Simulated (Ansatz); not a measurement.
Basis sets compared for the cluster AlSi5. Charge 0, multiplicity 2. Geometry r2SCAN-D4/def2-SVP. Ansatz on 4 threads of AMD EPYC 9B14 on a shared host; times are rough, and most runs start from earlier orbitals.

```xyz
6

Al   -1.005   -0.613   -0.853
Si    1.052   -1.615   -1.835
Si    1.429    0.093   -0.394
Si   -2.209   -0.661    1.325
Si   -0.340    0.617    1.310
Si    1.074    2.180    0.447
```

At PBE0-D4/def2-TZVP the charge 0 doublet is spin-contaminated (final ⟨S²⟩ up to 0.83, 0.75 for a pure state). Another isomer (doublet) lies 2.07 eV lower at PBE0-D4/def2-TZVP; other spin states weren't run for this one.

Binding counts from free atoms (Al doublet, Si triplet) in the same basis, without a counterpoise term.

| level | functions | energy (Eh) | HOMO (eV) | LUMO (eV) | binding per atom (eV) | wall time |
| --- | --- | --- | --- | --- | --- | --- |
| PBE-D4/def2-SVP | 108 | -1688.4389 | -5.06 | -4.39 | 3.07 | 1.7 s |
| PBE0-D4/def2-SVP | 108 | -1688.5665 | -5.85 | -3.74 | 2.91 | 2.5 s |

Q: Estimate the rows for PBE-D4/def2-TZVP (with forces), PBE0-D4/def2-TZVP.

A: 
| level | functions | energy (Eh) | HOMO (eV) | LUMO (eV) | binding per atom (eV) | wall time |
| --- | --- | --- | --- | --- | --- | --- |
| PBE-D4/def2-TZVP (with forces) | 222 | -1689.0261 | -4.98 | -4.28 | 3.10 | 4.1 s |
| PBE0-D4/def2-TZVP | 222 | -1689.1494 | -5.76 | -3.61 | 2.96 | 8.5 s |
